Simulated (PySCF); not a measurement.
Working out the ionisation energy of P²⁺

P²⁺ [Ne] 3s2 3p1 (2P) → P³⁺ [Ne] 3s2 (1S). Computed with PySCF 2.14 in aug-cc-pV(D+d)Z (5s4p3d, 32 functions), with the non-relativistic Hamiltonian (point nucleus). Frozen: [Ne]. Energies in hartree (1 hartree = 27.21139 eV):

```
            part  P²⁺ (lower)  P³⁺ (upper)
             UHF  -339.640360  -338.553329
CCSD correlation    -0.059650    -0.048318
             (T)    -0.000668     0.000000
```

**Question.** What does Hartree-Fock give?

**Answer.** (-338.553329) − (-339.640360) = 1.087031 hartree = 29.580 eV.

**Question.** What do CCSD and CCSD(T) give?

**Answer.** The CCSD correlation energies differ by 0.011332 hartree = 0.308 eV and the triples by 0.000668 hartree = 0.018 eV, so CCSD gives 29.888 eV and CCSD(T) 29.906 eV.

Reference: 30.203 eV (measured; NIST Atomic Spectra Database, ionization energies), between the lowest levels; spin-orbit coupling is absent from the calculation.

What remains against the reference includes basis incompleteness, the frozen core and higher excitations.
